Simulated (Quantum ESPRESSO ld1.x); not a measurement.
Species: H-. Configuration: [He].

Calculated with ld1.x of Quantum ESPRESSO 7.5: non-relativistic Kohn-Sham, LDA (Slater exchange, Perdew-Wang correlation), spin-polarised, spherical densities, point nucleus, Perdew-Zunger self-interaction correction.

Energy parts (hartree):
| part | energy |
|---|---|
| total | -0.5262 |
| kinetic | 0.5063 |
| electron-nucleus | -1.4015 |
| Hartree | 0.8151 |
| exchange-correlation | -0.4462 |

Orbitals (lengths in bohr, moments of r in powers of bohr; r(90%) holds 90 % of the orbital's charge):
orbital,occ.,eigenvalue (hartree),r(90%),<r>,<r^2>
1s,2,-0.06245,4.59,2.408,8.529

The highest occupied level is 1s at -1.699 eV. The density falls to 0.001 e/bohr^3 at r = 3.95 bohr. Virial ratio -V/T = 2.03942.
